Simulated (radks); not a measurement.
Tc XXXIV, configuration [Ne]. Method: Dirac Kohn-Sham, PBE, spin-unpolarised, spherical densities, finite nucleus; Fermi nuclear charge, rms radius 4.4112 fm; computed with a radial shooting solver on a logarithmic mesh with Libxc functionals. Some entries of the table are withheld. Estimate them.

| orbital | occ. | eigenvalue (hartree) | <r^2> (bohr^2) |
|---|---|---|---|
| 1s1/2 | 2 | (1) | 0.001583 |
| 2s1/2 | 2 | -174.4319 | 0.02517 |
| 2p1/2 | 2 | -166.8709 | (2) |
| 2p3/2 | 4 | -162.3295 | (3) |
| 3s1/2 | 0 | -70.99290 | (4) |
| 3p1/2 | 0 | (5) | 0.1295 |
| 3p3/2 | 0 | (6) | 0.1342 |

Answer. 
(1) 1s1/2 eigenvalue (hartree): -835.9848
(2) 2p1/2 <r^2> (bohr^2): 0.01883
(3) 2p3/2 <r^2> (bohr^2): 0.02005
(4) 3s1/2 <r^2> (bohr^2): 0.1406
(5) 3p1/2 eigenvalue (hartree): -68.49610
(6) 3p3/2 eigenvalue (hartree): -67.32590
